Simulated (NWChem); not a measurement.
## Basis-set convergence for FIPb

```xyz
3

Pb    -0.7352    -0.7178     0.0000
F      0.6257    -2.2594     0.0000
I      1.0313     1.4943     0.0000
```
Charge 0, spin multiplicity 1.

All runs are NWChem calculations. All single points use one geometry, from PBE0/def2-SVP with def2 effective core potentials on I, Pb, a minimum by its harmonic frequencies.

Quantity: first vertical ionisation energy at the level G0W0@PBE.

Effective core potentials replace the inner electrons of I, Pb; spin-orbit coupling is left out. GW and range-separated runs recompute their integrals, the others keep them in memory, which bears on the times. The structure started from a generated list of species.

Costs are rough ratios of processor time within this set of runs, SCF included, with def2-SVP as 1.

In def2-QZVP the value is 8.95 eV. Among def2-SVP, def2-SVPD, def2-TZVPP, def2-TZVP, def2-TZVPD, which is the smallest basis within 0.2 eV of it?

No smaller set comes that close. def2-QZVP isn't the basis-set limit itself, and a small set can land close by cancellation.

```
basis       functions  first vertical ionisation energy (eV)  relative cost
----------  ---------  -------------------------------------  -------------
def2-SVP           66                                   8.29              1
def2-SVPD          90                                   8.40        under 3
def2-TZVPP        131                                   8.70              5
def2-TZVP         131                                   8.70              5
def2-TZVPD        155                                   8.71              7
def2-QZVP         221                                   8.95             40
```
